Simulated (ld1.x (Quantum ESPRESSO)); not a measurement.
Before and after: TM semilocal potential for Ar

ld1.x (Quantum ESPRESSO) 7.5 input, shortened:

```
&input
   title='Ar', zed=18., rel=0, dft='PZ', iswitch=3,
   config='[Ne] 3s2 3p4'
 /
 &inputp
   pseudotype=1, tm=.true., lloc=1,
   nlcc=.false.
 /
2
3S  1  0   2.00   0.00  0.90  0.90  0.0
3P  2  1   4.00   0.00  1.00  1.00  0.0
 &test
   configts(1)='3s2 3p4'
 /
```

All-electron outer shells of the reference configuration (LDA (PZ), non-relativistic, ld1.x):

```csv
shell,level (eV),outermost node (bohr),outermost maximum (bohr)
3s,-50.19,0.52,1.16
3p,-35.50,0.49,1.23
```

Change: wave 3p (bound): rc 1.00 bohr becomes 3p (bound): rc 0.96 bohr.

Cutoffs: the cutoffs (Ry, on a coarse ladder) from which the occupation-weighted sum of valence levels, in a spherical-Bessel basis at the reference potential, stays within 10 and 1 mRy of its value at 400 Ry; they do not see the model core or the augmentation charge, which bear on the density cutoff. Errors are all-electron minus pseudo energies relative to the spin-unpolarised reference configuration.

How do hardness, ghosts and transferability respond?

The potential gets neither clearly harder nor softer (180 Ry and 300 Ry → 180 Ry and 300 Ry); the s channel sets the loose cutoff, while the largest relative change is in p, which becomes harder; the errors of the 8 common tests hardly move; neither file shows a bound ghost. A semilocal file is local in each channel, so a ghost entry of none says nothing of the separable form that plane-wave codes build from it.

```csv
quantity,base,changed
"cutoff, loose",180 Ry,180 Ry
"cutoff, tight",300 Ry,300 Ry
loose cutoff by channel (10 mRy a level),"s 100 Ry, p 80 Ry","s 100 Ry, p 100 Ry"
bound ghosts,none,none
"error for 3s2 3p6, meV [ΔE -44.92 eV]",+44,+46
"error for 3s2 3p5, meV [ΔE -28.75 eV]",+16,+17
"error for 3s2 3p3, meV [ΔE 42.66 eV]",+31,+31
"error for 3s2 3p5.5, meV [ΔE -38.31 eV]",+30,+32
"error for 3s2 3p2, meV [ΔE 100.37 eV]",+164,+162
"error for 3s1 3p6, meV [ΔE -14.54 eV]",+23,+21
"error for 3s2 3p4 (spin-polarised), meV [ΔE -1.04 eV]",+119,+118
"error for 3s2 3p5 (spin-polarised), meV [ΔE -28.97 eV]",+39,+40
```
